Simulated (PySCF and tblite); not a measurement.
Values are calculated unless marked as measured or tabulated.
MeOCH2CF3, C3H5F3O, numbered as in [CH3:1][O:2][CH2:3][C:4]([F:5])([F:6])[F:7].

Search: ETKDG and KDG, MMFF94s, GFN2-xTB, 90 starts; geometries at PBE0-D3(BJ)/def2-SVP. Weights use PBE0-D3(BJ)/def2-TZVP (IEF-PCM, chloroform) energies plus GFN2-xTB zero-point and thermal terms (modes under about 100 cm⁻¹ blended into free rotors). Symmetry numbers and mirror images are counted. Conformers within 3 kcal/mol (GFN2-xTB free energy) were kept, 8 at most. GIAO shieldings: wB97X-D/pcSseg-1 (IEF-PCM, chloroform). Shifts are against TMS (¹H), TMS (¹³C), CFCl3 (¹⁹F) at the same level. Programs: PySCF with density fitting and tblite.

Task: What shifts does this protocol give at 298.15 K under fast conformational exchange?

Result: ¹H: 3.61 (H3, 2H), 3.48 (H1, 3H) ppm. ¹³C: 130.1 (C4), 72.8 (C3), 60.5 (C1) ppm. ¹⁹F: -80.3 (F5/F6/F7) ppm.

Task: How do the conformers differ?

Result: Torsions listed: C1–O2–C3–C4. Of a mirror pair one member is shown.
```json
{"conformer": "1", "shape": "179°", "weight %": "61.8"}
{"conformer": "2", "shape": "-79°", "weight %": "38.2"}
```

| signal | 1 | 2 | average |
| --- | --- | --- | --- |
| H1 | 3.46 | 3.53 | 3.48 |
| H3 | 3.55 | 3.70 | 3.61 |
| C1 | 60.0 | 61.3 | 60.5 |
| C3 | 73.0 | 72.4 | 72.8 |
| C4 | 129.6 | 131.1 | 130.1 |
| F5/F6/F7 | -81.2 | -78.8 | -80.3 |

Unscaled ¹⁹F shifts at such levels can be off by tens of ppm; differences between conformers or isomers are more reliable. Shifts are unscaled: against experiment ¹³C can be off by 15 ppm or more and ¹H by 0.8 ppm.
